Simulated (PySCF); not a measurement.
## Radial density of O⁺ (oxygen, charge +1)

UHF, [He] 2s2 2p3, high-spin 4S determinant. Calculation: PySCF 2.14, in 6-31G*; no relativity, point nucleus.

| r (bohr) | 4πr²ρ (e/bohr) | 4πr²(ρα − ρβ) |
| --- | --- | --- |
| 0.00364 | 0.04801 | 0.0001 |
| 0.00612 | 0.1326 | 0.0002 |
| 0.0103 | 0.3534 | 0.0006 |
| 0.0173 | 0.8890 | 0.0017 |
| 0.0291 | 2.091 | 0.0042 |
| 0.0490 | 4.310 | 0.0103 |
| 0.0823 | 7.227 | 0.0288 |
| 0.139 | 8.527 | 0.1099 |
| 0.233 | 5.925 | 0.4622 |
| 0.392 | 3.067 | 1.3727 |
| 0.659 | 4.156 | 2.5843 |
| 1.11 | 3.732 | 2.0842 |
| 1.86 | 0.9063 | 0.4985 |
| 3.14 | 0.06884 | 0.0448 |
| 5.28 | 2.673e-05 | 0.0000 |
